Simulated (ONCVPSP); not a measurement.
**Reading a pseudo-wave (Cr (Z = 24))**

Columns: radius, all-electron u(r) and pseudo u(r) of the 3d shell (level -4.34 eV) of chromium in the configuration [Ne] 3s2 3p6 3d5 4p1; PBE, non-relativistic, ONCV scheme, ONCVPSP 4.0.1.

```tsv
r (bohr)	all-electron	pseudo
0.098	0.0437	0.0054
0.195	0.1864	0.0396
0.292	0.3632	0.1213
0.390	0.5250	0.2537
0.488	0.6501	0.4206
0.585	0.7358	0.5933
0.682	0.7868	0.7447
0.780	0.8099	0.8538
0.878	0.8118	0.9089
0.975	0.7992	0.9136
1.072	0.7772	0.8812
1.170	0.7490	0.8273
1.268	0.7175	0.7671
1.365	0.6848	0.7112
1.463	0.6512	0.6626
1.560	0.6184	0.6222
1.658	0.5861	0.5870
1.755	0.5553	0.5554
1.852	0.5258	0.5258
1.950	0.4974	0.4974
2.047	0.4707	0.4707
2.145	0.4451	0.4451
2.242	0.4212	0.4212
2.340	0.3984	0.3984
2.438	0.3768	0.3768
2.535	0.3567	0.3567
```

**Question.** How many radial nodes do the two functions have?

**Answer.** The all-electron 3d function has n − l − 1 = 0; the pseudo-wave has 0.

**Question.** At about which radius was the pseudo-wave matched?

**Answer.** 1.95 bohr. The columns agree to 0.0005 from 1.75 bohr on; several derivatives are matched, so the curves merge somewhat inside the radius.

**Question.** Where does each function peak?

**Answer.** Outermost all-electron maximum near 0.88 bohr, pseudo maximum near 0.97 bohr (to the table’s step).

**Question.** Is the pseudo-wave norm-conserving?

**Answer.** Yes: the ONCV scheme keeps the norm inside the radius equal to the all-electron one, which fixes the energy derivative of the logarithmic derivative at the level.
